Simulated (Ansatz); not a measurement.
Consider the ligand exchange at the Si–Se bond: `CO[SiH2][SeH]` + `[OH][GeH3]` → `CO[SiH2][O][GeH3]` + H₂Se.

Isolated molecules relaxed with PBE0-D4/def2-TZVP in Ansatz; ΔE leaves out vibrations. CCSD(T)/CBS adds triple-zeta CCSD(T) − MP2 to the extrapolated MP2 energy (def2 sets, frozen cores). DFT in def2-TZVPP. For Ge, Se outer-core shells are correlated without core-valence functions, which leaves a few kJ/mol of doubt a bond. Scalar relativity is left out up to krypton. One conformer a species, not always the lowest.

(1) Is it downhill or uphill in electronic energy at CCSD(T)/CBS, and by how much? (An estimate is asked.)

(2) What do these levels give: PBE0-D4, ωB97M-V, CCSD(T)/def2-TZVPP, HF/def2-QZVPP, SCS-MP2/def2-QZVPP, HF/CBS(def2)? (Estimate.)

Largest T1 diagnostic among the species: 0.012.

Results:

(1) Ansatz gave: Downhill: ΔE = -0.62 eV.

(2) Ansatz gave: PBE0-D4 -0.53, ωB97M-V -0.64, CCSD(T)/def2-TZVPP -0.68, HF/def2-QZVPP -0.84, SCS-MP2/def2-QZVPP -0.67, HF/CBS(def2) -0.84 eV.

In def2-TZVPP, CCSD(T) changes the Hartree–Fock value by +0.14 eV (the triples alone add +0.03 eV) and MP2 by +0.18 eV. From PBE to PBE0 (25 % exact exchange), in def2-TZVPP and without D4, ΔE moves by −0.06 eV.
